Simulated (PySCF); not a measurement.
A GIAO shielding run with PySCF 2.14.0 with density-fitted response routines (density fitting, non-relativistic, gas phase) on SMILES FC([SiH2]NC)(F)F, C2H6F3NSi:

```
{"job": {"kind": "nmr", "xc": "PBE0", "basis": "pcSseg-1"}, "charge": 0, "multiplicity": 1}
C      1.547835     0.419946     0.800243
N      0.911502     0.660718    -0.483315
Si    -0.384613    -0.205305    -1.177906
C     -1.624819    -0.488208     0.293300
F     -2.838032    -0.886333    -0.142725
F     -1.219223    -1.446748     1.158251
F     -1.843076     0.609868     1.042949
H      0.832295    -0.022392     1.486912
H      1.890041     1.367156     1.218767
H      2.404032    -0.254146     0.712122
H      1.540123     1.132918    -1.116728
H     -0.173514    -1.566969    -1.684329
H     -1.046939     0.679981    -2.125271
```

Hardware: 1 thread of an x86-64 server CPU, shared host. The job also computes population analyses, field gradients.

(1) How large is the calculation?

(2) How long does it take?

## Answers

(1) 66 electrons, 156 basis functions and 830 auxiliary functions.

(2) 13 s of wall time, with 13 SCF cycles and 4 response iterations. Times on a shared host scatter by some tens of per cent.
